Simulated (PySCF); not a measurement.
BrGeHO, neutral, multiplicity 1.

```xyz
4

Ge     0.4572    -0.9746     0.0000
Br    -0.1009     1.3292     0.0000
O     -1.2279    -1.5965     0.0000
H     -1.2756    -2.5609     0.0000
```
Charge 0, spin multiplicity 1.

Geometry: B3LYP-D3(BJ)/def2-TZVP. The values are those of a single conformer.

Level of theory: B3LYP/pcSseg-2 in PySCF. Non-relativistic, no solvent.

Computed absolute GIAO shielding of each atom: isotropic value and principal components (ppm):
```
atom  σ(iso)     σ11     σ22     σ33    span
----  ------  ------  ------  ------  ------
Ge1    768.0    97.4  1023.3  1183.4  1086.0
Br2   1644.1   323.8  1908.1  2700.4  2376.7
O3       3.3  -376.9   180.0   207.0   583.9
H4      23.9    18.2    23.6    29.8    11.6
```
